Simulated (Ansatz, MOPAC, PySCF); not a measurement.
Stepwise substitution at one centre (Ge Cl-H). All species are isolated molecules in the gas phase. Strings in code marks are SMILES.

Quantity: vertical ionisation energy (energy after one electron is removed minus that of the parent at the parent's geometry), in eV.

Level 1: frozen-core MP2/cc-pVTZ // CAM-B3LYP-D3(BJ)/def2-TZVP (Ansatz, a quantum-chemistry and plane-wave program)
Level 2: minus the HOMO energy of AM1 // CAM-B3LYP-D3(BJ)/def2-TZVP (MOPAC)
Level 3: minus the HOMO energy of B3LYP/6-31G* // CAM-B3LYP-D3(BJ)/def2-TZVP (PySCF)
Level 4: minus the HOMO energy of PM3 // CAM-B3LYP-D3(BJ)/def2-TZVP (MOPAC)

```tsv
species	level 2	level 3	level 4
`[GeH4]`	11.55	9.39	12.29
`[Cl][GeH2][Cl]`	11.62	8.69	10.64
`[Cl][GeH3]`	11.32	8.37	10.55
```

### Question
What does level 1 give for each, and how far do the other levels lie from it on average?

### Answer

- `[GeH4]`: 12.44
- `[Cl][GeH2][Cl]`: 11.92
- `[Cl][GeH3]`: 11.58
Mean absolute difference from level 1, which has limits of its own, over these rows (drawn at random from the members that have all these levels): level 2 0.48 eV, level 3 3.16 eV, level 4 0.82 eV.
